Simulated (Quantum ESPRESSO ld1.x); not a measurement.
Results of a calculation; reference values are marked as such.
Species: Sm3+. Configuration: [Xe] 4f4.5 6p0.5 (fractional occupations, a model configuration). Code: ld1.x of Quantum ESPRESSO 7.5. Model: scalar-relativistic Kohn-Sham, LDA (Slater exchange, VWN5 correlation), spin-polarised, spherical densities, point nucleus; open shells are filled with parallel spins first.

Normalised radial functions P(r) = r R(r), r in bohr:

```
   r/bohr * 4d down, o 5s up, + 4f down (the largest magnitude, 1.33, reaches the edge; | marks zero, & curves that meet)
0.0008095                             &o
 0.001097                             &o
 0.001487                             &o
 0.002015                             &o
 0.002731                             & o
 0.003701                             & o
 0.005016                             &  o
 0.006798                             &  o
 0.009213                             &  o
  0.01249                             &  o
  0.01692                             &  o
  0.02293                             +&
  0.03108                            o+ *
  0.04212                          o  +  *
  0.05709                        o    +    *
  0.07737                        o    |+       *
    0.104                            o|+           *
    0.141                             |  + o          *
   0.1911                             |     + o    *
   0.2589                             |  &       +
   0.3509                 *    o      |               +
   0.4756    *             o          |                   +
   0.6446  *                       o  |                    +
   0.8736          *                  |            o     +
    1.184                    *        |             +      o
    1.605                          *  |        +       o
    2.175                             *   +   o
    2.947                             * &
    3.994                             &
    5.413                             &
    7.337                             &
    9.943                             &
```

4d down: eigenvalue -163.79 eV, 1 radial node at r = 0.279 bohr, <r> = 0.667 bohr, 90 % of the charge inside 1.00 bohr. 5s up: eigenvalue -76.067 eV, 4 radial nodes at r = 0.0278, 0.110, 0.288, 0.683 bohr, <r> = 1.35 bohr, 90 % of the charge inside 1.94 bohr. 4f down (empty): eigenvalue -36.153 eV, 0 radial nodes, <r> = 0.889 bohr, 90 % of the charge inside 1.51 bohr.
